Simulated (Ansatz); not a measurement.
Correlation energies of CH₄N₂Te (`N=C(N)[TeH]`) by basis set

| atom | x (Å) | y (Å) | z (Å) |
| --- | --- | --- | --- |
| N1 | 0.927 | -1.061 | -0.154 |
| C2 | 0.017 | -0.191 | -0.134 |
| N3 | -1.307 | -0.521 | -0.077 |
| Te4 | 0.264 | 1.950 | -0.325 |
| H5 | 1.849 | -0.684 | -0.328 |
| H6 | -1.488 | -1.505 | 0.063 |
| H7 | -1.927 | 0.111 | 0.399 |
| H8 | 1.665 | 1.902 | 0.555 |

The species carries charge 0 and has multiplicity 1. Correlated methods include outer-core shells of Te, which these sets cover unevenly. Te: def2 effective core potential. All single points use the PBE0-D4/def2-TZVP geometry. It is one conformer, not always the lowest. Frozen core, restricted reference, Ansatz.

```tsv
basis	HF (Eh)	MP2 corr.
def2-SVP	-415.94423	-0.59001
def2-TZVPP	-416.13470	-1.04488
def2-QZVPP	-416.14362	-1.24432
```

Q: Estimate the CCSD correlation energy and the (T) correction in each basis where they were run (hartree).

A: 
```json
{"basis": "def2-SVP", "CCSD corr.": "-0.62118", "(T)": "-0.02217"}
{"basis": "def2-TZVPP", "CCSD corr.": "-1.03535", "(T)": "-0.03942"}
```
